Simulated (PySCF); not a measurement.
**First hyperpolarisability: SMILES C=C/C=C/C=C/C(F)(F)F, C7H7F3**

Molfile (atoms numbered from 1):
```
C7H7F3
     RDKit          3D

 17 16  0  0  0  0  0  0  0  0999 V2000
    3.7995   -0.6861   -0.5467 C   0  0  0  0  0  0  0  0  0  0  0  0
    2.7760   -0.0836    0.0568 C   0  0  0  0  0  0  0  0  0  0  0  0
    1.4003   -0.3386   -0.2741 C   0  0  0  0  0  0  0  0  0  0  0  0
    0.3608    0.2654    0.3294 C   0  0  0  0  0  0  0  0  0  0  0  0
   -1.0064    0.0007   -0.0125 C   0  0  0  0  0  0  0  0  0  0  0  0
   -2.0468    0.5938    0.5813 C   0  0  0  0  0  0  0  0  0  0  0  0
   -3.4629    0.3100    0.2173 C   0  0  0  0  0  0  0  0  0  0  0  0
   -4.1751   -0.1529    1.2653 F   0  0  0  0  0  0  0  0  0  0  0  0
   -4.1111    1.4172   -0.1997 F   0  0  0  0  0  0  0  0  0  0  0  0
   -3.5979   -0.5970   -0.7605 F   0  0  0  0  0  0  0  0  0  0  0  0
    3.6458   -1.4097   -1.3303 H   0  0  0  0  0  0  0  0  0  0  0  0
    4.8202   -0.4765   -0.2788 H   0  0  0  0  0  0  0  0  0  0  0  0
    2.9568    0.6408    0.8400 H   0  0  0  0  0  0  0  0  0  0  0  0
    1.2174   -1.0622   -1.0582 H   0  0  0  0  0  0  0  0  0  0  0  0
    0.5376    0.9891    1.1136 H   0  0  0  0  0  0  0  0  0  0  0  0
   -1.1835   -0.7231   -0.7977 H   0  0  0  0  0  0  0  0  0  0  0  0
   -1.9376    1.3247    1.3676 H   0  0  0  0  0  0  0  0  0  0  0  0
  1  2  2  0
  2  3  1  0
  3  4  2  0
  4  5  1  0
  5  6  2  0
  6  7  1  0
  7  8  1  0
  7  9  1  0
  7 10  1  0
  1 11  1  0
  1 12  1  0
  2 13  1  0
  3 14  1  0
  4 15  1  0
  5 16  1  0
  6 17  1  0
M  END
```

Theory: quadratic response B3LYP/def2-SVPD first hyperpolarisability, Taylor convention, gas phase (PySCF). Geometry: GFN2-xTB.

Task: What is the first hyperpolarisability, and how does it disperse?

Result: In 10⁻³⁰ esu, Taylor convention; the vector part is βᵢ = ⅓ Σⱼ (βᵢⱼⱼ + βⱼᵢⱼ + βⱼⱼᵢ); β∥ is 3/5 of the vector part along the dipole, the dipole points from − to +:
```tsv
process	λ (nm)	β vector norm	β∥	β HRS	depolarisation ratio
static β(0;0,0)	∞	1.52	0.91	0.87	2.59
second harmonic β(−2ω;ω,ω)	1064	3.22	1.93	1.58	3.33
Pockels β(−ω;ω,0)	1064	1.95	1.17	–	–
```

Task: Which lowest excitations, dipole and polarisabilities go with it?

Result: S1 4.65 eV (f = 1.157); S2 5.77 eV (f = 0.024); S3 6.26 eV (f = 0.000); dipole 3.76 D; isotropic α 110.7 au static, 113.8 au at 1064 nm, 125.9 au at 532 nm.
